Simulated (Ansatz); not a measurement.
The pair A = N2 (SMILES N#N) (first 2 atoms), B = PH3 (SMILES P); geometry from B3LYP-D3(BJ)/def2-TZVP.
(charge 0, multiplicity 1):
```xyz
6

N     -0.474     0.529    -0.259
N      0.544     0.139    -0.295
P      0.183    -0.219     3.730
H     -0.803    -0.836     2.917
H     -0.023     1.060     3.152
H      1.238    -0.543     2.839
```

Cores are frozen in the correlated methods. MP2 and its Hartree–Fock in aug-cc-pV(Q+d)Z are density fitted.

The values were computed with Ansatz (Gaussian orbitals). Each number belongs to the level named beside it.

The counterpoise-corrected interaction energy is E(AB) − E(A in the pair's basis) − E(B in the pair's basis). Total energies (hartree):

```csv
level,AB,A in the pair's basis,B in the pair's basis
HF/aug-cc-pV(T+d)Z,-451.4755020,-108.9859701,-342.4903520
MP2/aug-cc-pV(T+d)Z,-452.0282451,-109.3636923,-342.6638382
HF/aug-cc-pV(Q+d)Z,-451.4856532,-108.9927592,-342.4937226
MP2/aug-cc-pV(Q+d)Z,-452.0709006,-109.3926648,-342.6774759
CCSD(T)/aug-cc-pV(T+d)Z,-452.0802975,-109.3805754,-342.6991331
```

Q: Work out the counterpoise-corrected interaction energy at the basis-set limit: extrapolate the MP2 correlation part as X⁻³, take Hartree–Fock from the larger set, and add the CCSD(T) − MP2 difference of aug-cc-pV(T+d)Z.

A: 
1. Differences (1 hartree = 627.509 kcal/mol): HF/aug-cc-pV(T+d)Z 0.515; MP2/aug-cc-pV(T+d)Z -0.448; HF/aug-cc-pV(Q+d)Z 0.520; MP2/aug-cc-pV(Q+d)Z -0.477; CCSD(T)/aug-cc-pV(T+d)Z -0.370.
2. Correlation parts, MP2 less HF: -0.963 in aug-cc-pV(T+d)Z (X = 3), -0.997 in aug-cc-pV(Q+d)Z (X = 4).
3. Limit (4³·(-0.997) − 3³·(-0.963))/(4³ − 3³) = -1.021; with HF/aug-cc-pV(Q+d)Z it gives -0.501.
4. CCSD(T) less MP2 in aug-cc-pV(T+d)Z: 0.079.
Result: -0.42 kcal/mol, against -0.45 at MP2/aug-cc-pV(T+d)Z. It is an estimate of this method's limit, not of the exact value.

Ansatz is a program for electronic structure.
